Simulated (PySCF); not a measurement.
## Bond curve of BeSi

Set-up: basis Be def2-TZVPP, Si def2-TZVPP; no relativity; PySCF 2.14. Energies in eV from Be + Si in their ground configurations at the same level. State: ³Σ⁻ (triplet), unpaired electrons π ↑↑.

All columns are PBE0. A positive dipole means Be(−)Si(+).

| R (Å) | E (eV) | μ (D) | Mulliken charge on Be (basis-dependent) | HOMO (eV) | LUMO (eV) | Mayer bond order | ⟨S²⟩ |
| --- | --- | --- | --- | --- | --- | --- | --- |
| 1.827 | -1.105 | -2.27 | -0.11 | -6.08 | -3.16 | 2.11 | 2.08 |
| 1.913 | -1.402 | -2.29 | -0.05 | -5.93 | -3.22 | 2.06 | 2.06 |
| 1.998 | -1.566 | -1.94 | 0.00 | -5.88 | -3.14 | 1.93 | 2.12 |
| 2.061 | -1.625 | -1.87 | 0.03 | -5.81 | -3.16 | 1.84 | 2.16 |
| 2.125 | -1.641 | -1.84 | 0.06 | -5.74 | -3.18 | 1.76 | 2.18 |
| 2.189 | -1.624 | -1.83 | 0.09 | -5.68 | -3.19 | 1.68 | 2.20 |
| 2.274 | -1.563 | -1.84 | 0.11 | -5.61 | -3.20 | 1.57 | 2.22 |
| 2.380 | -1.446 | -1.87 | 0.14 | -5.53 | -3.19 | 1.44 | 2.22 |
| 2.507 | -1.274 | -1.93 | 0.16 | -5.45 | -3.18 | 1.29 | 2.22 |
| 2.678 | -1.032 | -2.00 | 0.17 | -5.36 | -3.15 | 1.08 | 2.19 |

A fit through these points gives, at Re = 2.122 Å, μ = -1.84 D and dμ/dR = 0.350 D/Å; the reduced mass is 6.816 u.

Q: How strong is the fundamental in the double-harmonic approximation, I = 42.26·(dμ/dR)²/μred km/mol?

A: I = 42.26·(0.350)²/6.816 = 0.760 km/mol at PBE0.

⟨S²⟩ of the unrestricted solution departs from its pure value on part of the curve, where spin states mix. The state is the lowest determinant that a PBE0 search found; another state may lie lower at other levels.
